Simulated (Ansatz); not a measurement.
Consider the formal exchange of groups at a Y–O bond: `[CH3][Y]([CH3])[OH]` + CH₄ → `[CH3][Y]([CH3])[CH3]` + H₂O.

Computed with Ansatz on PBE0-D4/def2-TZVP structures; ΔE is electronic, products minus reactants. CBS: MP2 limit from def2 TZ/QZ plus the TZ coupled-cluster correction, frozen cores. This one scheme is used for every species. DFT in def2-TZVPP. def2 core potentials past Kr. For Y outer-core shells are correlated without core-valence functions, which leaves a few kJ/mol of doubt a bond. Each species was taken in one conformer, which may not be the lowest.

CCSD(T)/CBS gives +2.13 eV.

(1) Another level gave +2.26 eV. Which?
A. BHLYP-D4/def2-TZVPP
B. PBE0/def2-TZVPP
C. CCSD/def2-TZVPP
D. CAM-B3LYP-D4/def2-TZVPP

Largest T1 diagnostic among the species: 0.013.

## Answers

(1) D. CAM-B3LYP-D4 2.26, CCSD/def2-TZVPP 2.16, PBE0 2.10, BHLYP-D4 2.21 eV.

At CCSD(T), def2-SVP lies +0.36 eV from the extrapolated value and def2-TZVPP +0.01 eV. From BLYP to BHLYP (50 % exact exchange), in def2-TZVPP and without D4, ΔE moves by +0.03 eV. Leaving LDA and LC-ωPBE aside and taking each functional with its dispersion term where it has one, the values, not all of them listed here, spread over 0.20 eV, from revPBE-D4 to CAM-B3LYP-D4.
